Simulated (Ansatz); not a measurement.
Program: Ansatz. Geometries: PBE0-D4/def2-TZVP. ΔE: electronic, gas phase. CCSD(T)/CBS is the MP2 limit (def2-TZVPP, def2-QZVPP) plus CCSD(T) − MP2 in def2-TZVPP, frozen cores. Functionals use def2-TZVPP. Elements past krypton have def2 core potentials. For Sb outer-core shells are correlated without core-valence functions, which leaves a few kJ/mol of doubt a bond. One conformer a species, not always the lowest.

Reaction (formal exchange of groups at the Si–O bond): `CO[SiH](F)O[SiH3]` + `S[CH2][SbH2]` → `[SiH3][CH](S)[SbH2]` + `CO[SiH](O)F`

```tsv
level	ΔE (eV)
PBE	0.93
CCSD/def2-TZVPP	1.10
CCSD(T)/def2-TZVPP	1.04
HF/def2-QZVPP	1.44
```

Task: What does CCSD(T)/CBS give? (Best estimate.)

Result: Ansatz gave: +1.02 eV. The listed levels differ from it by -0.09, 0.08, 0.02, 0.42 eV.

Largest T1 diagnostic among the species: 0.013.

From PBE to PBE0 (25 % exact exchange), in def2-TZVPP and without D4, ΔE moves by +0.06 eV. In def2-TZVPP, CCSD(T) changes the Hartree–Fock value by −0.37 eV (the triples alone add −0.06 eV) and MP2 by −0.41 eV.
